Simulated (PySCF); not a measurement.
Sc(F)3 anion (F3Sc), SMILES [Sc]([F])([F])[F] (connectivity only; charge and spin as stated), charge -1, multiplicity 2.

Geometry: TPSSh-D3(BJ)/def2-SVPD. A frequency run showed that this geometry is not a minimum. The spin state was assumed, not searched. The isomer is the one that the SMILES or the coordinates give; other isomers of the formula were not compared.

Method: PySCF with PBE/def2-TZVPD.

 A positive occupied level means that this level leaves the electron formally unbound; only the finite basis holds it.

The total energy comes out as -1060.17807 hartree, the point group comes out as D3h and the α spin, highest occupied and lowest empty level is 1.42 and 2.69 eV. The β spin, highest occupied and lowest empty level is -3.60 and 2.44 eV and the dipole moment about the centre of nuclear charge is 0.000 e·Å. The mean static polarisability is 156.3 bohr³ (23.16 Å³) and the polarisability, principal values is 99.6, 99.6, 269.6 bohr³. The ⟨S²⟩ is 0.751 (pure state 0.75).
